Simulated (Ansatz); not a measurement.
Cost and result for the atomization energy of Cl$_{2}$H$_{3}$O$_{2}$Si$_{2}$, SMILES `O[SiH](Cl)O[SiH]Cl` radical (9 atoms, 8 bonds).

Z-matrix (Å, degrees):
```
Si
Cl 1 2.047
O 1 1.629 2 107.3
O 1 1.621 2 110.7 3 -120.6
H 1 1.468 2 109.9 3 121.1
Si 3 1.630 1 148.1 2 69.3
H 4 0.959 1 119.4 2 49.2
Cl 6 2.057 3 110.0 1 -12.0
H 6 1.491 3 108.1 1 -129.5
```

The species carries charge 0 and has multiplicity 2. Geometry: relaxed with PBE0-D4/def2-TZVP. It is one conformer, not always the lowest. Program: Ansatz. All runs use 2 threads of an AMD EPYC 7R13 on a shared host and a share of an NVIDIA H100 80 GB. Times are those of one run each, without the atoms' runs, and a repeat can differ threefold. Electronic energies, without spin–orbit coupling; frozen cores. CCSD(T)/CBS adds CCSD(T) − MP2 in def2-TZVPP to the MP2 limit, and its time is that of the two runs behind it. T1 = 0.012; ⟨S²⟩ of the reference is 0.75. B3LYP takes the VWN-RPA correlation (the form of Gaussian; ORCA's B3LYP/G).

CCSD(T)/CBS is a level of theory with its own doubt, some kJ/mol a heavy atom from the limit and from the frozen cores, so smaller differences don't rank the functionals.

```json
{"level": "ωB97X-V/def2-TZVPP", "functions": "272", "atomization (kcal/mol)": "786.1", "difference from CCSD(T)/CBS": "0.3", "per bond": "0.0"}
{"level": "CCSD(T)/def2-TZVPP", "functions": "272", "atomization (kcal/mol)": "757.6", "difference from CCSD(T)/CBS": "-28.2", "per bond": "-3.5"}
{"level": "PBE-D4/def2-TZVPP (with forces)", "functions": "272", "atomization (kcal/mol)": "789.6", "difference from CCSD(T)/CBS": "3.8", "per bond": "0.5"}
{"level": "B3LYP-D4/def2-TZVPP (with forces)", "functions": "272", "atomization (kcal/mol)": "775.2", "difference from CCSD(T)/CBS": "-10.6", "per bond": "-1.3"}
{"level": "PBE0-D4/def2-TZVPP", "functions": "272", "atomization (kcal/mol)": "775.2", "difference from CCSD(T)/CBS": "-10.6", "per bond": "-1.3"}
{"level": "r2SCAN-D4/def2-TZVPP (with forces)", "functions": "272", "atomization (kcal/mol)": "789.2", "difference from CCSD(T)/CBS": "3.4", "per bond": "0.4"}
{"level": "CCSD(T)/CBS(def2)", "functions": "–", "atomization (kcal/mol)": "785.8", "difference from CCSD(T)/CBS": "0.0", "per bond": "0.0"}
{"level": "MP2/def2-QZVPP", "functions": "484", "atomization (kcal/mol)": "803.0", "difference from CCSD(T)/CBS": "17.2", "per bond": "2.1"}
{"level": "B2PLYP/def2-TZVPP", "functions": "272", "atomization (kcal/mol)": "769.4", "difference from CCSD(T)/CBS": "-16.4", "per bond": "-2.1"}
{"level": "ωB97M-V/def2-TZVPP (with forces)", "functions": "272", "atomization (kcal/mol)": "785.4", "difference from CCSD(T)/CBS": "-0.4", "per bond": "-0.1"}
```

Problem. Order the runs by time, with rough figures. (An estimate is asked.)

Solution. Computed: PBE-D4/def2-TZVPP (with forces) 7 s; r2SCAN-D4/def2-TZVPP (with forces) 8 s; PBE0-D4/def2-TZVPP 8.5 s; MP2/def2-QZVPP 9 s; B2PLYP/def2-TZVPP 9.5 s; B3LYP-D4/def2-TZVPP (with forces) 9.5 s; ωB97X-V/def2-TZVPP 14 s; ωB97M-V/def2-TZVPP (with forces) 17 s; CCSD(T)/def2-TZVPP 31 s; CCSD(T)/CBS(def2) 40 s.

From PBE to PBE0 (25 % exact exchange), in def2-TZVPP and without D4, the atomization energy moves by −13.4 kcal/mol: exact exchange takes away binding that semilocal exchange gives to molecules. The D4 term adds +12.0 kcal/mol with B3LYP and +6.3 kcal/mol with PBE0; it sums over pairs of atoms, weighted by their polarisabilities, and B3LYP, whose exchange is more repulsive, gets the larger term. In def2-TZVPP, CCSD(T) changes the Hartree–Fock value by +187.4 kcal/mol (the triples alone add +13.5 kcal/mol) and MP2 by +215.7 kcal/mol; breaking electron pairs costs correlation energy, which Hartree–Fock lacks.
